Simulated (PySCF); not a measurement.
**How methods differ on the interval between two levels of Ir**

Ir [Xe] 4f14 5d7 6s2 [4F9/2, M_J = 9/2] → Ir [Xe] 4f14 5d6 6s2 7s1 [6D9/2, M_J = 9/2], as a difference of total energies. All numbers are calculated (PySCF 2.14, the two-component X2C-1e Hamiltonian, in x2c-TZVPall-2c with one added diffuse shell each of s, p, d type (12s12p11d2f, 117 functions)). Correlated levels: [Kr] 4d10 4f14 frozen; the 34 highest virtual spinors dropped. "Screened" scales the spin-orbit matrix elements by Boettger's factors to mimic the two-electron term; Breit and QED terms are absent.

```csv
method,interval between two levels (cm⁻¹)
GHF (screened spin-orbit),57439
GMP2 (screened spin-orbit),65281
```

The labels give the starting determinants; with spin-orbit coupling the two ends relaxed to ⟨J²⟩ = 24.77, ⟨L²⟩ = 13.03, ⟨S²⟩ = 3.60 and ⟨J²⟩ = 24.80, ⟨L²⟩ = 7.05, ⟨S²⟩ = 8.26.

The promoted electron is Rydberg-like, and one or two diffuse shells describe it only roughly, which tends to raise the upper state.
